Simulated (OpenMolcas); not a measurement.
Pt2+ among 4 point charges of -2.5 e arranged as a tetrahedron (Td).

```json
{
 "Program": "OpenMolcas",
 "Method": "CASSCF",
 "Basis": "ANO-RCC-VDZP [7s6p4d2f]",
 "Scalar Hamiltonian": "DKH2, point nucleus",
 "Active space": "8 electrons in 5 orbitals (5d)",
 "State averaging": "2S+1 = 3 even, 10 roots; 2S+1 = 1 even, 15 roots",
 "Spin-orbit coupling": "RASSI with atomic mean-field integrals over the reference wave functions"
}
```

All point charges move together. At R = 2.08 Å the first state of the same spin is 2784 cm-1, and at R = 2.26 Å it is 2253 cm-1.

**Question.** A third run gives 3201 cm-1. What distance was it run at?

**Answer.** With a power law R^-n the two known points give n = -ln(2253 / 2784) / ln(2.26 / 2.08) = 2.55. Then R = 2.08 × (2784 / 3201)^(1/2.55) = 1.969 Å. The run was at 1.9 Å, so the estimate is off by +0.069 Å.

An orbital triplet at a regular site is open to Jahn-Teller coupling, which can distort the site and quench the lowest spin-orbit gaps and is left out. Without dynamic correlation the repulsion within the d shell is too large (B by tens of per cent), so at a given field states of lower spin stand too high. Real 4d8 and 5d8 ions are as a rule square planar and diamagnetic. The ground term spreads over less than 5000 cm-1, several times less than with real ligands, so orbital moments are less quenched and χT lies further from the spin-only value than at real sites (holds for R = 2.26). Point charges carry no covalency, so the field is a model and not that of real ligands. No measured value stands beside these numbers.
